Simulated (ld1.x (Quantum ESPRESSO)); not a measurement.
# bromine, TM: configuration errors across variants

bromine, norm-conserving Troullier–Martins (Kleinman–Bylander form), made with ld1.x (Quantum ESPRESSO) 7.5 (PBE, scalar-relativistic). Core [Ar] 3d10, reference 4s2 4p3.5 (charge +1.5). Waves: 4p (bound): rc 1.15 bohr; 4d channel at -0.2 Ry: rc 1.15 bohr; 4s (bound): rc 1.00 bohr. Local part: the s channel. Core correction: Bessel-smoothed model core inside 0.50 bohr.

All-electron excitation energies from the reference (eV): (1) 4s2 4p5 -22.589; (2) 4s2 4p4 -10.036; (3) 4s2 4p3 12.725; (4) 4s2 4p1 92.732; (5) 4s2 4p2 46.707; (6) 4s2 4p4.5 -17.515; (7) 4s2 4p5.3 -24.553.

3 further variants failed, have other tests or too few solved ones, and are left out.

A true bound ghost makes a file unfit for plane-wave use even where its test errors are small: the radial tests pick states by their node count and pass the ghost by.

Errors AE − PS in meV (a dash: test not solved or not reliable):

```tsv
change	(1)	(2)	(3)	(4)	(5)	(6)	(7)	bound ghosts
base	-47	-4.7	-7.8	-80	-50	-21	-64	p, d
wave 4d channel at -0.2 Ry: rc 1.15 bohr becomes 4d channel at -0.2 Ry: rc 1.38 bohr	-47	-4.7	-7.8	-80	-50	-21	-64	d, p
wave 4p (bound): rc 1.15 bohr becomes 4p (bound): rc 1.62 bohr	-21	-1.6	-5.6	-58	-35	-9.4	-29	p, d
all radii but the core radius scaled by about 1.20 (s 1.20, p 1.38, d 1.38 bohr)	-14	-0.9	-5.0	-87	-36	-6.2	-19	p, d
wave 4d channel at -0.2 Ry: rc 1.15 bohr becomes 4d channel at 3.03 Ry: rc 1.15 bohr	-47	-4.7	-7.8	-80	-50	-21	-64	p
core correction Bessel-smoothed model core inside 0.68 bohr	-47	-4.7	-7.8	-80	-50	-21	-64	p, d
```

Q: Give the same row for: wave 4s (bound): rc 1.00 bohr becomes 4s (bound): rc 0.90 bohr.

A: -11, -0.1, -3.1, +17, -9.7, -3.9, -16; bound ghosts: p, d, s (extra level of the local part).
